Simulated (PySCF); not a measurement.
GaFClBr, SMILES [F][Ga]([Cl])[Br]. Atoms are numbered in the order given.

```xyz
4

Ga    -0.3215    -0.4887     0.0000
F     -2.0119    -0.8902     0.0000
Cl     1.0630    -2.0899     0.0000
Br     0.2858     1.6769     0.0000
```
Charge 0, spin multiplicity 1.

Geometry optimised at PBE0-D3(BJ)/def2-SVP. The structure was generated by enumeration; whether it is a known compound was not checked.

Level of theory: IEF-PCM-B3LYP/def2-SVP (PySCF).

The values are the electrostatic part of the solvation free energy, E(continuum) − E(gas) at the gas-phase geometry, in a cavity of scaled van der Waals radii (PySCF's table); cavitation and dispersion terms are not included. A continuum can't describe solvent molecules that bind to the metal. In vacuum the orbital gap is 6.45 eV. The dipole moment in vacuum is 1.07 D.

Computed values in water (ε = 78.36), methanol (ε = 32.61), N,N-dimethylformamide (ε = 37.22):
| solvent | ε | ΔG(elec) (kcal/mol) | dipole (D) | gap (eV) |
|---|---|---|---|---|
| water | 78.36 | -5.0 | 1.13 | 6.57 |
| methanol | 32.61 | -4.9 | 1.13 | 6.57 |
| N,N-dimethylformamide | 37.22 | -4.9 | 1.13 | 6.57 |
